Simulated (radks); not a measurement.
Species: the promethium ion Pm+. Configuration: [Xe] 4f5 6s1. Calculated with a radial shooting solver on a logarithmic mesh with Libxc functionals: scalar-relativistic Kohn-Sham, PBEsol, spin-polarised, spherical densities, finite nucleus; open shells are filled with parallel spins first (spin-orbit coupling, left out, can overturn this in heavy ions); Fermi nuclear charge, rms radius 4.962 fm.

Unscreened Slater integrals over Kohn-Sham orbitals (hartree). They are taken over the spin-up orbitals.

F0(6s,6s): 0.23146
F0(6s,4f): 0.29836
G3(6s,4f): 0.013738
F0(6s,5p): 0.28613
G1(6s,5p): 0.022902
F0(6s,5s): 0.29085
G0(6s,5s): 0.012280
F0(4f,4f): 0.91783
F2(4f,4f): 0.41952
F4(4f,4f): 0.26010
F6(4f,4f): 0.18627
F0(4f,5p): 0.62742
F2(4f,5p): 0.22964
G2(4f,5p): 0.13572
G4(4f,5p): 0.10127
F0(4f,5s): 0.70489
G3(4f,5s): 0.15118
F0(5p,5p): 0.53586
F2(5p,5p): 0.28764
F0(5p,5s): 0.57527
G1(5p,5s): 0.38293
F0(5s,5s): 0.62724

Derived for the open shells (J is the average intra-shell exchange parameter used in DFT+U). 4f: F4/F2 = 0.620, F6/F2 = 0.444, J = (286 F2 + 195 F4 + 250 F6)/6435 = 0.03376 hartree.
